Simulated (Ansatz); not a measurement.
Consider the redistribution: `C[O][Zr]([Cl])([Cl])[Cl]` + `C#[C][Al]([F])[Cl]` → `C#[C][Zr]([Cl])([Cl])[O]C` + `[F][Al]([Cl])[Cl]`.

Program: Ansatz. Geometries: PBE0-D4/def2-TZVP. ΔE: electronic, gas phase. CCSD(T)/CBS adds triple-zeta CCSD(T) − MP2 to the extrapolated MP2 energy (def2 sets, frozen cores). This one scheme is used for every species. Functionals use def2-TZVPP. B3LYP here is the variant with VWN-RPA as its local correlation; programs differ in this. Elements past krypton have def2 core potentials. For Zr outer-core shells are correlated without core-valence functions, which leaves a few kJ/mol of doubt a bond. One conformer a species, not always the lowest.

`C[O][Zr]([Cl])([Cl])[Cl]`:

Cartesian coordinates in Å:
```
C -0.604 -0.866 -1.367
O -0.116 -0.164 -0.261
Zr 0.538 0.771 1.217
Cl 0.163 -0.528 3.129
Cl -0.612 2.806 1.362
Cl 2.829 1.135 0.898
H -1.090 -1.786 -1.035
H -1.329 -0.250 -1.904
H 0.221 -1.117 -2.038
```

`C#[C][Al]([F])[Cl]`:

Cartesian coordinates in Å:
```
C 1.453 -0.742 0.946
C 0.531 -0.224 0.361
Al -0.907 0.557 -0.561
F -1.257 2.141 -0.342
Cl -2.088 -0.533 -1.868
H 2.267 -1.199 1.463
```

`C#[C][Zr]([Cl])([Cl])[O]C`:

Cartesian coordinates in Å:
```
C -2.840 1.438 0.857
C -1.856 0.728 0.926
Zr -0.112 -0.561 1.100
Cl 1.188 0.102 2.937
Cl -0.789 -2.802 1.254
O 0.868 -0.316 -0.474
C 1.656 -0.189 -1.621
H -3.705 2.061 0.799
H 1.756 -1.159 -2.114
H 1.186 0.516 -2.311
H 2.648 0.181 -1.352
```

`[F][Al]([Cl])[Cl]`:

```xyz
4

F    -1.692   -0.185   -0.306
Al   -0.095   -0.010   -0.017
Cl    1.254   -0.414   -1.527
Cl    0.533    0.609    1.850
```

```csv
level,ΔE (kJ/mol),difference from CCSD(T)/CBS
LDA (SPW92),46.3,5.2
PBE-D4,42.4,1.3
revPBE-D4,40.4,-0.7
r2SCAN-D4,42.8,1.7
B97M-V,43.6,2.5
B3LYP-D4,43.1,2.0
r2SCAN0-D4,42.6,1.5
BHLYP-D4,43.2,2.1
CAM-B3LYP-D4,44.5,3.4
r2SCAN,43.1,2.0
PBE0,43.0,1.9
r2SCAN0,42.8,1.7
RPA@PBE/def2-TZVPP,36.6,-4.5
SCS-MP2/def2-TZVPP,38.4,-2.7
HF/def2-QZVPP,41.6,0.5
CCSD/CBS(def2),41.0,-0.1
CCSD(T)/CBS,41.1,0
```

Largest T1 diagnostic among the species: 0.016.

Leaving LDA and LC-ωPBE aside and taking each functional with its dispersion term where it has one, the values spread over 4.0 kJ/mol, from revPBE-D4 to CAM-B3LYP-D4. LDA lies +3.4 kJ/mol from PBE without D4.

CCSD(T)/CBS has its own doubt, a few kJ/mol and more with outer-core shells, so smaller differences from it don't rank the levels.
